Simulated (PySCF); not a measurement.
C5H3F, SMILES C#CC(F)=C=C.

Coordinates come from a B3LYP-D3(BJ)/def2-SVP optimisation. The structure was generated by enumeration, and PubChem lists no compound with its InChIKey, so it may never have been made.

Computed with PySCF with PBE/def2-TZVP.

Gas-phase values at a fixed geometry.

```
Item                                                                                                             Value
---------------------------------------------------------------------------------------------  -----------------------
total energy                                                                                        -291.80541 hartree
point group                                                                                                         Cs
highest occupied level                                                                                        -6.01 eV
lowest empty level                                                                                            -2.16 eV
orbital gap                                                                                                    3.85 eV
dipole moment                                                                                                   1.85 D
quadrupole, principal values (traceless, Buckingham form, about the centre of nuclear charge)   -5.72, -4.05, 9.77 D·Å
mean static polarisability                                                                        65.3 bohr³ (9.67 Å³)
polarisability, principal values                                                               36.1, 49.6, 110.1 bohr³
```
